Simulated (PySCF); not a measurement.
CH5F3Si2, SMILES C[Si@H](F)[SiH](F)F.

The structure is a stationary point at PBE-D3(BJ)/def2-SVP. The structure was generated by enumeration; whether it is a known compound was not checked. One conformer was computed; it need not be the lowest.

These are ωB97X/def2-TZVP in PySCF values and carry that method's errors.

Gas-phase values at a fixed geometry.

```json
{
  "total_energy": "-919.92171 hartree",
  "highest_occupied_level": "-10.78 eV",
  "lowest_empty_level": "1.14 eV",
  "orbital_gap": "11.92 eV",
  "dipole_moment": "2.29 D",
  "quadrupole, principal values (traceless, Buckingham form, about the centre of nuclear charge)": "-8.83, 1.82, 7.01 D·Å",
  "mean_static_polarisability": "60.8 bohr³ (9.01 Å³)",
  "polarisability_principal_values": "53.9, 59.8, 68.8 bohr³"
}
```
